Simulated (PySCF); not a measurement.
CH₅AlOS. Atoms are numbered in the order given.

```xyz
9

Al     0.9110     0.1384     0.0000
H      2.4700     0.4218     0.0000
O      0.4037    -1.4921     0.0000
C     -0.7900    -2.2266     0.0000
H     -1.7024    -1.5851     0.0000
H     -0.8428    -2.8849     0.8964
H     -0.8428    -2.8849    -0.8964
S     -0.6100     1.7328     0.0000
H      0.3455     2.7056     0.0000
```

Geometry optimised at PBE-D3(BJ)/def2-SVP. The values are those of a single conformer.

Calculation: PBE0/pcSseg-1 in PySCF.

GIAO shieldings, no solvent; atoms alike by connectivity are averaged. δ = σ(ref) − σ: ¹H against TMS (σ = 31.56 ppm); ¹⁷O against H2O (σ = 334.2 ppm); ¹³C against TMS (σ = 186.3 ppm); ³³S against H2S (σ = 716.7 ppm), references at their B3LYP-D3(BJ)/def2-TZVP geometries, non-relativistic.

Question: Estimate the chemical shifts. (The exact figures need the calculation; the answer reports its results.)

Answer: 
```tsv
nucleus	atoms	count	δ (ppm)
¹H	H2	1	4.82
¹H	H5, H6, H7	3	4.46
¹H	H9	1	0.91
¹⁷O	O3	1	60.7
¹³C	C4	1	59.0
³³S	S8	1	20.3
```
